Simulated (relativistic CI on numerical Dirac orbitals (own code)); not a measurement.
**What each ingredient does to the levels of Mo²⁷⁺**

Base calculation: Dirac-Coulomb-Breit CI, separate exchange-only KLI orbitals for each configuration, model QED, unscaled Slater integrals.

Configurations in the expansion (outside the closed core [Ne]): 3s2.3p3, 3s.3p4, 3s2.3p2.3d, 3p5, 3s.3p3.3d, 3p4.3d, 3s.3p2.3d2, 3s2.3p.3d.4p, 3p4.4s, 3s.3p2.3d.4s, 3s2.3p2.4s, 3p4.4p, 3s2.3p.3d2, 3s2.3d3, 3s.3p.3d3, 3s2.3d2.4s, 3p3.3d2, 3p2.3d3, 3p2.3d2.4s, 3s2.3p.3d.4s, 3s.3p.3d2.4s, 3s2.3d.4s2, 3s.3p2.3d.4p, 3s.3p.3d2.4p, 3p2.3d2.4p, 3s.3p.3d.4s.4p. Double excitations out of closed p, d and f shells are left out; levels of such configurations are missing from the list, as are those of other unlisted configurations, and high levels can miss mixing partners.

Variants: (1) non-relativistic limit; (2) one mean potential for all configurations. Shifts of the energy above 3s2.3p3 4S°_3/2, in cm⁻¹, for the lowest level and the first level of each name with at least 55 % of one term (blank where a level changes its place among those of its configuration and J or its character, or is not in the variant):

| Level | Base | Δ(1) | Δ(2) |
| --- | --- | --- | --- |
| 3s2.3p3 4S°_3/2 | 0 | 0 | 0 |
| 3s2.3p3 2D°_5/2 | 202203 | -109532 | +33 |
| 3s2.3p3 2P°_1/2 | 260109 | -112866 | 0 |
| 3s2.3p3 2P°_3/2 | 414517 | -267274 | +73 |
| 3s.3p4 4P_5/2 | 719310 | -164551 | +326 |
| 3s.3p4 4P_1/2 | 829280 | -274520 | +343 |
| 3s2.3p2.3d 2F_5/2 | 1033695 | -116854 | -100 |
| 3s2.3p2.3d 4F_7/2 | 1060849 | -171137 | -115 |
| 3s2.3p2.3d 4D_3/2 | 1102675 | -184499 | +25 |
| 3s2.3p2.3d 4F_9/2 | 1113518 | -223806 | -120 |
| 3s2.3p2.3d 2G_7/2 | 1197054 |  | -110 |
| 3s2.3p2.3d 2D_3/2 | 1260295 |  | -113 |
| 3s2.3p2.3d 2D_5/2 | 1284741 | -211522 | -125 |
| 3s2.3p2.3d 2G_9/2 | 1305640 | -295319 | -110 |

At this charge energies of transitions that change n are usually good to better than 1 %, and those within a shell (Δn = 0) to a few per cent.

Ionisation energy from the two ground configurations alone: base 1448.38 eV. The NIST ASD value (semi-empirical) is 1462 eV.

LS names give the leading component of a level, which can be under half, so a name can repeat, a term be missing and a line seem to break the LS rules.
